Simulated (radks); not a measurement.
Be, configuration [He] 2s2. Calculated with a radial shooting solver on a logarithmic mesh with Libxc functionals: non-relativistic Kohn-Sham, PBEsol, spin-polarised, spherical densities, point nucleus; hard spherical wall at 7 bohr.

Unscreened Slater integrals over Kohn-Sham orbitals (hartree). They are taken over the spin-up orbitals. Empty in this configuration: 2p.

integral,value
"F0(2s,2s)",0.35674
"F0(2s,1s)",0.49863
"G0(2s,1s)",0.030993
"F0(2s,2p)",0.34093
"G1(2s,2p)",0.21795
"F0(1s,1s)",2.2417
"F0(1s,2p)",0.45635
"G1(1s,2p)",0.029725
"F0(2p,2p)",0.32751
"F2(2p,2p)",0.15526
